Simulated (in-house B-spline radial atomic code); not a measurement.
Settings and results of a run for the strontium ion Sr³⁺ (an excited or competing configuration). Method: Dirac-Hartree-Fock, average of the jj configuration, Fermi nucleus of rms radius 4.224 fm. Calculated with a radial B-spline atomic code at the basis-set limit.

In the input, a minus or plus after the letter marks the j = l - 1/2 or j = l + 1/2 subshell.

Command:
```bash
python run_scf.py task.json out
```
Settings (nuclear radius in fm, mass in u):
```
Z                38
configuration    1s2 2s2 2p6 3s2 3p6 3d10 4s2 4p-1 4p+3 5s1
hamiltonian      dirac
method           hf
spin_polarised   False
nucleus          fermi
rms_radius       4.224
atomic_mass      87.90561
speed_of_light   137.035999084
```

Output (hartree, bohr):
```
 radial grid: 73 intervals, B-splines of order 8, outer radius 39.1892 bohr

 iter        energy (Eh)    residual
    1       -3172.446627    4.96e-01
    2       -3174.511022    1.42e-01
    3       -3174.858886    3.04e-02
    4       -3174.882452    9.17e-03
    5       -3174.884416    4.84e-03
    6       -3174.884755    2.57e-04
    7       -3174.884757    5.25e-05
    8       -3174.884757    3.57e-06
    9       -3174.884757    2.81e-07

 total energy                     -3174.88476
 kinetic                            3271.4977
 electron-nucleus                  -7617.8414
 electron-electron                  1171.4590

 first-order corrections (not in the total)
   Gaunt                             1.9025
   retardation                      -0.1846
   frequency dependence             -0.0098
   self-energy                       1.2766
   Uehling                          -0.1363
   Wichmann-Kroll                    0.0017
   recoil                            0.0142

 orbital      occ     eigenvalue          <r>       <r^2>       <1/r>       r_max    small
 1s1/2      2.000      -597.0465    0.0391471  0.00206554          39     0.02554  1.91e-02
 2s1/2      2.000       -84.5452     0.171711   0.0348316      8.8086      0.1449  3.86e-03
 2p1/2      2.000       -76.7734     0.147527   0.0267159     8.74396      0.1138  3.83e-03
 2p3/2      4.000       -74.2440     0.151645   0.0281022     8.40885      0.1172  3.73e-03
 3s1/2      2.000       -15.3356     0.488288    0.273389     2.95024      0.4345  9.77e-04
 3p1/2      2.000       -12.4423     0.489363    0.279304      2.8297      0.4249  9.18e-04
 3p3/2      4.000       -12.0455     0.498942    0.290169     2.75374      0.4334  8.93e-04
 3d3/2      4.000        -7.0017      0.49259    0.294141     2.52555      0.3766  7.72e-04
 3d5/2      6.000        -6.9338     0.496307    0.298541      2.5045      0.3793  7.64e-04
 4s1/2      2.000        -3.1066      1.31306     1.94372     1.01325       1.171  1.87e-04
 4p1/2      1.000        -2.3487       1.4442     2.36742    0.911792       1.269  1.58e-04
 4p3/2      3.000        -2.2728      1.47132     2.45752    0.892162       1.292  1.53e-04
 5s1/2      1.000        -0.9920      3.12796      10.878    0.410959       2.909  4.33e-05

 Slater integrals (Eh)
   F0(4p1/2,4p1/2)               0.623220
   F0(4p1/2,4p3/2)               0.617384
   G2(4p1/2,4p3/2)               0.329351
   F0(4p1/2,5s1/2)               0.352281
   G1(4p1/2,5s1/2)               0.029603
   F0(4p3/2,4p3/2)               0.611752
   F2(4p3/2,4p3/2)               0.326660
   F0(4p3/2,5s1/2)               0.351356
   G1(4p3/2,5s1/2)               0.030682
   F0(5s1/2,5s1/2)               0.287132
```

Time taken, with all properties: 1.1 s on 1 thread of Arm Neoverse V2 (shared host).

For the Dirac Hamiltonian the kinetic term is c α·p + (β - 1)c².
